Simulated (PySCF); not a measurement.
Computed shifts of a molecule CH10FNSi3, PBE0/pcSseg-1 (PySCF), GIAO, gas phase, atoms alike by connectivity averaged where their shifts nearly agree, in ppm (number of nuclei): ¹³C: 3.6 (1). ²⁹Si: 4.7 (1), -22.9 (1), -47.3 (1). ¹⁵N: 3.1 (1). ¹⁹F: -269.1 (1). ¹H: 5.80 (2), 5.24 (1), 4.99 (3), 0.48 (3), -0.11 (1). References: ¹³C against TMS (σ = 186.3 ppm); ²⁹Si against TMS (σ = 352.7 ppm); ¹⁵N against NH3 (σ = 267.4 ppm); ¹⁹F against CFCl3 (σ = 167.2 ppm); ¹H against TMS (σ = 31.56 ppm), references at their B3LYP-D3(BJ)/def2-TZVP geometries, non-relativistic. Geometry optimised at B3LYP-D3(BJ)/def2-SVP. Other conformers were not sampled.

**Question.** Which structure fits?
A) NC[Si@H](F)[SiH2][SiH3]
B) C[Si@H](N[SiH3])[SiH2]F
C) CN[Si](F)([SiH3])[SiH3]
D) FC[SiH2]N([SiH3])[SiH3]

**Answer.** B, C[Si@H](N[SiH3])[SiH2]F
